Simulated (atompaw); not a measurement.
**What one change does to a pseudopotential (titanium, PAW (atompaw))**

* Element: Ti (Z = 22)
* Generator: atompaw 4.2.0.5
* Type: PAW
* Functional: LDA (PW92)
* Relativity: scalar-relativistic
* Frozen core: [Ne]
* Valence charge: 12
* Reference configuration: 3s2 3p6 3d2 4s2 4p0
* Partial waves: 3s (bound): rc 1.70 bohr; 4s (bound): rc 0.35 bohr; 3p (bound): rc 1.45 bohr; 4p (bound, empty): rc 2.10 bohr; 3d (bound): rc 1.30 bohr; 3d channel at 0.05 Ry: rc 2.10 bohr
* Local potential: bessel scheme, radius 1.55 bohr
* Core correction: smooth core density matched at 1.85 bohr
* Augmentation charge: sinc compensation charge, radius 2.10 bohr; PAW radius 2.10 bohr; waves and projectors: custom polynom gramschmidtortho

Change: local potential bessel scheme, radius 1.74 bohr.

Cutoffs: the cutoffs (Ry, on a coarse ladder) from which the occupation-weighted sum of valence levels, in a spherical-Bessel basis at the reference potential, stays within 10 and 1 mRy of its value at 400 Ry; they do not see the model core or the augmentation charge, which bear on the density cutoff.

**Question.** What does the change do?

**Answer.** The potential gets neither clearly harder nor softer (140 Ry and 200 Ry → 160 Ry and 200 Ry); both files keep a bound ghost (s).

| quantity | base | changed |
| --- | --- | --- |
| cutoff, loose | 140 Ry | 160 Ry |
| cutoff, tight | 200 Ry | 200 Ry |
| bound ghosts | s | s |
| s: phases at 2.11 bohr within 0.05 rad from the reference energy up to (Ry; the scan ends near 5) | to the end of the scan | to the end of the scan |
| p: phases at 2.11 bohr within 0.05 rad from the reference energy up to (Ry; the scan ends near 5) | to the end of the scan | to the end of the scan |
| d: phases at 2.11 bohr within 0.05 rad from the reference energy up to (Ry; the scan ends near 5) | 2.1 | 2.3 |
| lowest overlap eigenvalue by channel | s 0.13, p 0.56, d 0.09 | s 0.16, p 0.56, d 0.09 |

 A true bound ghost makes a file unfit for plane-wave use even where its test errors are small: the radial tests pick states by their node count and pass the ghost by. The cutoffs see the waves, projectors and local potential, not the compensation charge or the core.
